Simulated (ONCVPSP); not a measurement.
## bismuth (Bi): from the effect back to the setting (ONCV)

Base potential:

```json
{
  "Element": "bismuth (Bi)",
  "Generator": "ONCVPSP 4.0.1",
  "Type": "optimised norm-conserving Vanderbilt (ONCV)",
  "Functional": "PBE",
  "Relativity": "scalar-relativistic",
  "Frozen core": "[Kr] 4d10 4f14",
  "Valence charge": "23",
  "Reference configuration": "5s2 5p6 5d10 6s2 6p3",
  "Partial waves": "5s+6s: rc 1.25 bohr, ncon 4, nbas 8, qcut 8.2 1/bohr, 2 projectors; 5p+6p: rc 1.55 bohr, ncon 3, nbas 6, qcut 8.9 1/bohr, 2 projectors; 5d: rc 1.50 bohr, ncon 4, nbas 8, qcut 12.6 1/bohr, 2 projectors, debl 1.1 Ha",
  "Local potential": "polynomial inside 1.00 bohr (lpopt 5, dvloc0 0 Ha)",
  "Core correction": "Teter function, fcfact 5.75, rcfact 1.7"
}
```

Cutoffs, loose and tight: the cutoffs (Ha) at which the residual kinetic energy of the hardest occupied pseudo-wave falls to 1 and 0.1 mHa per electron. They do not see the model core or the augmentation charge, which bear on the density cutoff. Test errors are all-electron minus pseudo excitation energies from the reference, over the configurations 5s2 5p6 5d10 6s2 6p2; 5s2 5p6 5d10 6s2 6p1; 5s2 5p6 5d10 6s2 6p0; 5s2 5p5 5d10 6s2 6p3; variants that change the core or the reference have their own tests.

Only the rcfact is moved:

| rcfact | cutoff, loose | cutoff, tight | bound ghosts | largest test error (meV) | median size of the test errors |
| --- | --- | --- | --- | --- | --- |
| 0.98 | 31 Ha | 95 Ha | none | -230 | 16.8 meV |
| 1.26 | 31 Ha | 95 Ha | none | -236 | 16.9 meV |
| 1.36 | 31 Ha | 95 Ha | none | -239 | 17.1 meV |
| 1.6 | 31 Ha | 95 Ha | none | -251 | 18.4 meV |
| 2.04 | 31 Ha | 95 Ha | none | -272 | 52.8 meV |

One more run gave cutoff, loose: 31 Ha; cutoff, tight: 95 Ha; bound ghosts: none; largest test error (meV): -261; median size of the test errors: 22.9 meV. Which value of the rcfact was used?

1.78. The median size of the test errors moves one way along this sweep, from 16.8 meV at 0.98 to 52.8 meV at 2.04, which places the run between 1.6 and 2.04.
